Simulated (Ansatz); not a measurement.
C6H12O, SMILES `CCC(C)C(C)=O` at its PBE0-D4/def2-TZVP geometry, where that method's forces vanish. Charge 0, multiplicity 1.

```tsv
atom	x (Å)	y (Å)	z (Å)
C1	1.316	0.224	-1.864
C2	-0.100	0.503	-1.391
C3	-0.450	-0.197	-0.087
C4	-1.927	-0.018	0.269
C5	0.369	0.336	1.078
C6	0.741	-0.653	2.148
O7	0.686	1.498	1.149
H8	2.051	0.586	-1.142
H9	1.482	-0.848	-2.009
H10	1.519	0.720	-2.815
H11	-0.239	1.579	-1.251
H12	-0.817	0.186	-2.156
H13	-0.246	-1.271	-0.182
H14	-2.163	1.044	0.370
H15	-2.559	-0.436	-0.518
H16	-2.189	-0.513	1.207
H17	1.124	-0.138	3.027
H18	-0.111	-1.283	2.415
H19	1.515	-1.319	1.753
```

**Question.** For each bond, give half the difference of the two atoms' forces along it (eV/Å; positive pushes the atoms apart) under PBE-D4, r2SCAN-D4, B3LYP-D4, ωB97M-V in def2-TZVPP. (Estimate.)

**Answer.** Ansatz gave: 
```tsv
bond	length (Å)	PBE-D4	r2SCAN-D4	B3LYP-D4	ωB97M-V
C1–H8	1.092	0.11	-0.03	-0.07	-0.07
C1–H9	1.094	0.11	-0.03	-0.06	-0.07
C1–H10	1.092	0.10	-0.04	-0.07	-0.08
C2–C3	1.521	0.01	0.06	0.11	0.08
C2–H11	1.094	0.12	-0.05	-0.11	-0.11
C3–C4	1.530	0.03	0.12	0.16	0.12
C3–C5	1.521	-0.16	-0.04	-0.01	-0.01
C3–H13	1.097	0.08	-0.07	-0.13	-0.12
C4–H14	1.092	0.11	-0.03	-0.07	-0.06
C4–H16	1.093	0.09	-0.04	-0.08	-0.06
C5–C6	1.504	-0.19	-0.02	0.06	0.10
C5–O7	1.206	0.98	0.38	0.22	0.11
C6–H18	1.093	0.09	-0.03	-0.06	-0.07
C6–H19	1.095	0.11	-0.01	-0.06	-0.08
```

B3LYP here is the variant with VWN-RPA as its local correlation; programs differ in this.
